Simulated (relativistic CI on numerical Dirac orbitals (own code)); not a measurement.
Ir XXII: sensitivity of the levels to the model

Base calculation: Dirac-Coulomb-Breit CI, orbitals from a KLI potential per configuration, a model potential for QED, unscaled Slater integrals.

CI space (outside the closed core [Ar] 3d10): 4s²4p⁶4d¹⁰4f¹⁰, 4s²4p⁶4d¹⁰4f⁹5s, 4s²4p⁶4d¹⁰4f⁸5s², 4s²4p⁶4d⁹4f¹¹, 4s²4p⁶4d⁸4f¹², 4s²4p⁵4d¹⁰4f¹¹, 4s²4p⁶4d¹⁰4f⁹6s, 4s4p⁶4d¹⁰4f¹¹, 4s²4p⁴4d¹⁰4f¹², 4p⁶4d¹⁰4f¹², 4s4p⁶4d⁹4f¹², 4s4p⁵4d¹⁰4f¹². Levels of other configurations are missing.

Variants: (1) P86 correlation estimate; (2) QED terms removed; (3) Breit term removed. Shifts of the energy above 4s²4p⁶4d¹⁰4f¹⁰ ⁵I8, in cm⁻¹, for the lowest level and the first level of each name with at least 55 % of one term (blank where a level changes its place among those of its configuration and J or its character, or is not in the variant):

```tsv
Level	Base	Δ(1)	Δ(2)	Δ(3)
4s²4p⁶4d¹⁰4f¹⁰ ⁵I8	0.0	0.0	0.0	0.0
4s²4p⁶4d¹⁰4f¹⁰ ⁵I7	21434.8	0.0	-96.9	+674.5
4s²4p⁶4d¹⁰4f¹⁰ ⁵I6	31437.5	+0.6	-94.3	+253.8
4s²4p⁶4d¹⁰4f¹⁰ ⁵I5	43098.5	+0.8	-128.3	+384.5
4s²4p⁶4d¹⁰4f¹⁰ ⁵I4	44861.5	+1.1	-110.5	-167.6
4s²4p⁶4d¹⁰4f¹⁰ ⁵F4	48257.6	+2.0	-54.4	-661.5
4s²4p⁶4d¹⁰4f¹⁰ ⁵G6	54468.8	+1.7	-69.2	-71.0
4s²4p⁶4d¹⁰4f¹⁰ ⁵F3	56824.5	+1.7	-101.1	-298.7
4s²4p⁶4d¹⁰4f¹⁰ ³K7	66730.5	+0.3	-122.4	+1155.7
4s²4p⁶4d¹⁰4f¹⁰ ³L9	68204.0	-0.2	-80.4	+1549.3
4s²4p⁶4d¹⁰4f¹⁰ ³H6	70826.1	+1.4	-133.9	+774.9
4s²4p⁶4d¹⁰4f¹⁰ ⁵G5	75622.1	+1.5	-155.8	+676.2
4s²4p⁶4d¹⁰4f¹⁰ ³K6	79210.4	+0.6	-149.6	+1169.6
4s²4p⁶4d¹⁰4f¹⁰ ³M10	81997.9	-0.5	-91.0	+2278.6
```

At this charge energies of transitions that change n are usually good to better than 1 %, and those within a shell (Δn = 0) to a few per cent. Terms inside the open d or f shell come out 10 to 20 % too wide with unscaled integrals.

Ionisation energy from the two ground configurations alone: base 601.416 eV; P86 correlation estimate 603.391 eV. The NIST ASD value (theoretical) is 610 eV.

LS names give the leading component of a level, which can be under half, so a name can repeat, a term be missing and a line seem to break the LS rules.
